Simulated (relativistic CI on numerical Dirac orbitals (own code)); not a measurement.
Line list: Electric-dipole lines, Ag XLIII

Calculated at this level of theory: Dirac-Coulomb-Breit CI, KLI orbitals optimised for each configuration, model QED (radiative potential, 1s self-energy scaled to tabulated hydrogen-like ionisation energies), unscaled Slater integrals (own radial code, finite nucleus).

Configuration list (outside the closed core 1s2): 2s²2p, 2s2p², 2p³, 2p²3s, 2p²3p, 2p²3d, 2s²3s, 2s²3p, 2s²3d, 2s2p3s, 2s2p3p, 2s2p3d, 2s²4s, 2s²4p, 2s²4d, 2s²4f, 2s2p4s, 2s2p4p, 2s2p4d, 2s2p4f, 2s²5s, 2s²5p, 2s²5d, 2s²5f, 2s²5g, 2s3s², 2s3s3p, 2s3s3d, 2s3p², 2s3p3d, 2s2p5s, 2s2p5p, 2p3s², 2s2p5d, 2s2p5f, 2s2p5g. Levels of other configurations are missing.

```csv
λ vac (nm),Lower,Upper,A (s⁻¹),E lower (eV),E upper (eV)
0.31460,2s²2p ²P°1/2 [1],2s²3d ²D3/2 [23],2.66e+14,0.00,3941.05
0.31590,2s2p² ²D3/2 [6],2s2p3d ²F°5/2 [74],2.34e+14,359.28,4284.12
0.31611,2s2p² ⁴P1/2 [2],2s2p3d ⁴D°3/2 [35],2.47e+14,132.31,4054.44
0.31619,2s2p² ⁴P1/2 [2],2s2p3d ⁴D°1/2 [34],3.71e+14,132.31,4053.51
0.31661,2s2p² ²D5/2 [5],2s2p3d ⁴F°7/2 [58],2.07e+14,315.49,4231.50
0.31684,2s2p² ²D5/2 [5],2s2p3d ⁴D°5/2 [56],1.46e+14,315.49,4228.59
0.32935,2s²2p ²P°3/2 [3],2s²3d ²D5/2 [25],2.43e+14,195.16,3959.69
0.32946,2s2p² ⁴P3/2 [4],2s2p3d ⁴P°5/2 [33],1.86e+14,288.00,4051.22
0.32991,2s2p² ⁴P5/2 [8],2s2p3d ²F°7/2 [67],3.24e+14,502.10,4260.23
0.33063,2s2p² ²D5/2 [5],2s2p3d ⁴F°7/2 [36],2.10e+14,315.49,4065.48
0.33085,2s2p² ⁴P5/2 [8],2s2p3d ²D°5/2 [63],1.71e+14,502.10,4249.60
0.33126,2s2p² ²P3/2 [11],2s2p3d ²D°5/2 [79],3.41e+14,566.64,4309.46
0.33163,2p³ ⁴S°3/2 [12],2p²3d ²D5/2 [100],2.52e+14,673.56,4412.23
0.33280,2p³ ²D°5/2 [13],2p²3d ²F7/2 [101],3.42e+14,691.40,4416.88
0.33339,2p³ ²P°3/2 [15],2p²3d ²D5/2 [123],2.77e+14,898.34,4617.22
0.33359,2s2p² ²D3/2 [6],2s2p3d ²F°5/2 [39],1.77e+14,359.28,4075.95
0.33371,2p³ ²P°3/2 [9],2p²3d ²D5/2 [55],2.02e+14,504.51,4219.89
0.98231,2s2p3d ⁴F°9/2 [60],2s2p4f ⁴G11/2 [184],4.87e+13,4234.15,5496.32
0.98395,2s²3d ²D5/2 [25],2s²4f ²F°7/2 [132],4.79e+13,3959.69,5219.76
0.99201,2s2p3d ⁴F°7/2 [36],2s2p4f ⁴G9/2 [156],4.80e+13,4065.48,5315.30
```

Terms are leading LS components. Brackets give the number of a level in order of energy, since labels repeat. The list gives strong lines, with weight on those to low levels, without lines whose two gauges differ by over a factor of 2.5, among the lowest 309 of 358 levels, so that lines to higher ones, which can be the strongest, are missing. Levels whose partners in the same complex of configurations lie outside the list can be far off, and so can their lines. Rates are taken at the computed energies, electric ones in the length gauge.

At this charge energies of transitions that change n are usually good to better than 1 %, and those within a shell (Δn = 0) to a few per cent.

LS names give the leading component of a level, which can be under half, so a name can repeat, a term be missing and a line seem to break the LS rules.
